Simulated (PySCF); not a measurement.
# What a mistake does to a calculation on BFH5NSi

Calculated results; nothing here was measured. The program is PySCF 2.14.0, an open-source quantum chemistry code, run on an isolated molecule that a program drew, which may never have been made. The molecule is BFH5NSi (charge 0, singlet), drawn as the SMILES string `N[SiH2]BF`.

Each row is a Hartree-Fock (HF) and frozen-core CCSD(T) single point in the cc-pV(D+d)Z basis, meant for a local HF minimum. Run 1 is clean. Each other run has one planted mistake out of seven kinds, and not every kind appears here: one electron removed, one electron added, multiplicity raised by two, geometry at a saddle point, minimal basis STO-3G, one bond length entered in bohr, all coordinates scaled. The reference is restricted for singlets and unrestricted otherwise, and also for a bond in bohr. Adding or removing an electron swaps singlet and doublet. Electrons count all cores. HOMO and LUMO are orbital energies over both spins, the gradient is its largest component, and the lowest frequency (negative if imaginary) is given only where the gradient is small. Bond lengths are over the 8 bonds as drawn. T1 is the CCSD diagnostic: over 0.02 (restricted) or 0.045 (unrestricted) a single reference is doubtful.

Geometry of the clean run:
```xyz
9
BFH5NSi, angstrom
N    -0.0680    0.6873    1.9129
Si    0.2308   -0.3963    0.5972
B    -0.8779   -2.0900    0.8933
F    -0.5318   -3.2181    0.2722
H     0.4578    1.5406    1.9665
H    -1.0192    0.8652    2.1793
H    -0.1134    0.1420   -0.7520
H     1.6823   -0.6960    0.5729
H    -1.8598   -2.1568    1.5874
```

| run | electrons | basis functions | <S^2> | HOMO (eV) | LUMO (eV) | gradient (hartree/bohr) | lowest frequency (cm^-1) | mean bond (Å) | longest bond (Å) | T1 | HF (hartree) | CCSD(T) (hartree) | mistake |
|---|---|---|---|---|---|---|---|---|---|---|---|---|---|
| 1 | 40 | 90 | 0.000 | -10.64 | 2.28 | 6.7e-06 | 44 | 1.4121 | 2.046 | 0.0139 | -470.48270 | -471.07839 | no fault |
| 2 | 40 | 90 | 2.010 | -6.89 | -1.25 | 3.6e-02 | - | 1.4121 | 2.046 | 0.0246 | -470.33627 | -470.92632 | multiplicity raised by two |
| 3 | 39 | 90 | 0.765 | -16.26 | -6.75 | 7.9e-02 | - | 1.4121 | 2.046 | 0.0449 | -470.16360 | -470.72834 | one electron removed |
| 4 | 41 | 90 | 0.760 | 0.47 | 8.61 | 6.6e-02 | - | 1.4121 | 2.046 | 0.0127 | -470.43028 | -471.03872 | one electron added |
| 5 | 40 | 29 | 0.000 | -7.93 | 7.26 | 3.1e-02 | - | 1.4121 | 2.046 | 0.0162 | -464.70936 | -464.89741 | ? |

**Which mistake was planted in run 5, and what did it cost?**

It has 29 basis functions where the clean run has 90, with the same electrons and geometry. So the mistake is: minimal basis STO-3G. Subtracting run 1 and multiplying by 627.51 kcal/mol a hartree, the energy moved by 3622.8 kcal/mol in HF and 3878.6 kcal/mol in CCSD(T).

Cautions from the logs. Run 4: the HOMO is above zero, so the electron isn't bound and the energy depends on the basis.
